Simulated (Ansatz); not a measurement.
Tuning the range parameter of LC-ωPBE so that −HOMO meets the ionisation energy; basis def2-SVP, Ansatz. System: Zn₇S₇. Charge 0, multiplicity 1. Geometry: r2SCAN-D4/def2-SVP. The ionised state is a doublet.

Geometry of the singlet:

```xyz
14

Zn    2.376    0.702   -0.359
Zn   -2.041   -1.541   -1.014
Zn    0.139   -2.123    0.309
Zn   -1.772    0.011    1.492
Zn    0.731    1.072    2.034
Zn    0.166   -0.392   -2.193
Zn    0.255    2.109   -0.928
S    -2.078   -2.246    1.139
S     1.854   -0.924    1.164
S     1.738    2.695    0.705
S    -0.249   -2.585   -2.023
S    -1.699    0.825   -0.935
S     1.725    1.145   -2.556
S    -1.144    1.251    3.165
```

```tsv
ω (1/bohr)	HOMO (eV)	LUMO (eV)	vertical IE (eV)	HOMO + IE (eV)
0.1	-6.41	-2.21	7.58	1.17
0.15	-6.97	-1.77	7.68	0.71
0.2	-7.45	-1.45	7.77	0.32
0.3	-8.16	-1.03	7.87	-0.29
```

Q: Where does the tuning condition hold?

A: Near ω = 0.25 bohr⁻¹, by linear interpolation.
